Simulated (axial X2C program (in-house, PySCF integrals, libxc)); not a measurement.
**Ω levels of NPmN from open-shell CI on f(δφ)1 f(π)0**

Calculated with an in-house all-electron X2C program for linear molecules (integrals from PySCF): two-component X2C with atomic mean-field Coulomb and Gaunt terms, basis N dyall-v2z, Pm dyall-v2z (cores contracted in-house). Orbitals come from Hartree–Fock averaged over the configuration Pm f(δφ)1 f(π)0; CI then distributes these electrons over the f(δφ), f(π) shells of Pm.

N–Pm–N held linear, both bonds 1.629 Å (near the minimum of the configuration average).

Lowest levels of this model:

| Ω | energy (cm⁻¹) | g∥ | configuration |
| --- | --- | --- | --- |
| 5/2 | 0 | 4.12 | 100% f(δφ)1 |
| 7/2 | 3867 | 8.00 | 100% f(δφ)1 |
| 3/2 | 7006 | 2.02 | 100% f(δφ)1 |
| 5/2 | 10054 | 5.88 | 100% f(δφ)1 |

g∥ is the magnitude of 2⟨Lz + ge Sz⟩ for the +Ω component.

(1) From Ω and g∥ of the lowest level, whose 2⟨Lz + ge Sz⟩ is positive, find ⟨Sz⟩ and ⟨Lz⟩ (ge = 2.0023).

Occupations of the active spinors in the lowest level by ω, shell by shell in order of energy: -7/2: 0.00; -5/2: 0.00 0.00; -3/2: 0.00 0.00; -1/2: 0.00; 1/2: 0.00; 3/2: 0.00 0.00; 5/2: 0.97 0.03; 7/2: 0.00. The leading determinant has weight 0.97 among 2.

This point took 2.2 s on 1 thread of Arm Neoverse N1 (shared host).

There is no dynamic correlation: spin–orbit spacings and, for f shells, spacings inside one term are the most reliable numbers, splittings between terms come out too wide, and energies between configurations are not reliable, so the lowest level need not be the ground state of the molecule. At most 6 roots were kept for each Ω > 0 (twice that for Ω = 0) within 3.5 eV of the lowest, so higher up levels can be missing between those listed; levels with Ω > 0 are doubly degenerate and listed once, Ω = 0 levels singly. Some active spinors are only partly of the character that their shell is named for, so the shell names and counts are nominal. States that fill the shells left empty in the average are placed too high. The molecule was held linear; bending was not examined.

Answers

(1) Ω = ⟨Lz⟩ + ⟨Sz⟩ = 5/2 and ⟨Lz⟩ + ge⟨Sz⟩ = 2.060, so ⟨Sz⟩ = -0.44 and ⟨Lz⟩ = 2.94.
